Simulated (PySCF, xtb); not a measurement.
Mg(NMe2)(SH) (C₂H₇MgNS), SMILES C[N](C)[Mg][SH].

GFN2-xTB run with xtb at its own geometry gives an orbital gap of 1.42 eV and a dipole moment of 2.97 D.

Geometry optimised at TPSSh-D3(BJ)/def2-SVP. The structure was generated by enumeration; whether it is a known compound was not checked. The values are those of a single conformer.

Problem. What does PBE/def2-TZVP (PySCF) give? (Estimate from the structure and the level; the computed values follow.)

Solution. gap 2.47 eV (levels -4.41 and -1.94 eV), dipole 1.35 D.
